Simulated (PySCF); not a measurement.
A structure optimised at PBE-D3(BJ)/def2-SVP, used in a PySCF frequency run:

```
Si
O 1 1.6766
H 2 0.9742 1 114.51
O 1 1.6883 2 106.25 3 -52.33
C 4 1.4110 1 124.65 2 176.55
H 5 1.1098 4 108.80 1 179.96
H 5 1.1155 6 107.62 4 122.01
H 5 1.1156 6 107.67 7 115.70
C 1 1.8850 2 112.57 3 67.33
H 9 1.1088 1 110.64 2 57.33
H 9 1.1098 10 107.82 1 -121.97
H 9 1.1105 10 108.23 11 -116.34
Si 1 2.3548 2 105.42 3 -169.76
H 13 1.5051 1 111.07 2 54.42
H 13 1.5070 14 108.85 1 123.54
H 13 1.5096 14 107.89 15 116.27
```

Q: Write its SMILES and formula.

A: CO[Si@@](C)(O)[SiH3], C2H10O2Si2

Q: What are its rotational constants (standard atomic weights)?

A: 2.2467, 1.6984, 1.3947 GHz
